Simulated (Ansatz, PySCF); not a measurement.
Gas-phase reaction in SMILES: F[As](F)F [trifluoroarsane] -> F atom + F[As]F (the As-F bond at the site shown breaks; other sites are not compared here)
Geometries: B3LYP-D3(BJ)/def2-TZVP minima from Ansatz (an electronic-structure program).

Property: bond dissociation energy (enthalpy at 298 K, with B3LYP-D3(BJ) rigid-rotor harmonic-oscillator terms from PySCF), in kcal/mol. Valence correlation only, unless marked. Open shells are spin-unrestricted. Spin-orbit coupling is left out. Frozen are the shells of the preceding noble gas and the d and f shells that filled before the atom's block. Non-relativistic. CBS(X,Y): correlation extrapolated as X^-3; Hartree-Fock from the larger set. The bracket is a focal-point correction in the basis named.

| level | program | bond dissociation energy (kcal/mol) |
|---|---|---|
| PBE/def2-TZVPD | Ansatz | 119.4 |
| revPBE-D4/def2-TZVPD | Ansatz + dftd4 | 114.8 |
| r2SCAN-D4/def2-TZVPD | Ansatz + dftd4 | 116.5 |
| PBE0/STO-3G | Ansatz | 84.9 |
| PBE0-D4/def2-TZVP | Ansatz + dftd4 | ? |
| BHLYP/def2-TZVPD | Ansatz | ? |
| r2SCANh/def2-TZVPD | Ansatz | 113.9 |
| B2GP-PLYP-D4/def2-TZVPD | Ansatz + dftd4 | 115.6 |
| SCS-MP2/STO-3G | Ansatz | 58.0 |
| SCS-MP2/6-31G | Ansatz | 92.3 |
| SCS-MP2/6-31G* | Ansatz | 114.4 |
| SCS-MP2/cc-pVTZ | Ansatz | 118.8 |
| CCSD/STO-3G | Ansatz | 58.5 |
| CCSD/6-31G* | Ansatz | 108.7 |
| CCSD/cc-pVDZ | Ansatz | 100.0 |
| RI-MP2/CBS(aug-cc-pVTZ,aug-cc-pVQZ)+[CCSD(T)-MP2]/aug-cc-pVTZ | Ansatz | ? |

Problem. Some entries are withheld; supply them.

Solution. 
- PBE0-D4/def2-TZVP, bond dissociation energy (kcal/mol): 113.6
- BHLYP/def2-TZVPD, bond dissociation energy (kcal/mol): 105.3
- RI-MP2/CBS(aug-cc-pVTZ,aug-cc-pVQZ)+[CCSD(T)-MP2]/aug-cc-pVTZ, bond dissociation energy (kcal/mol): 120.1
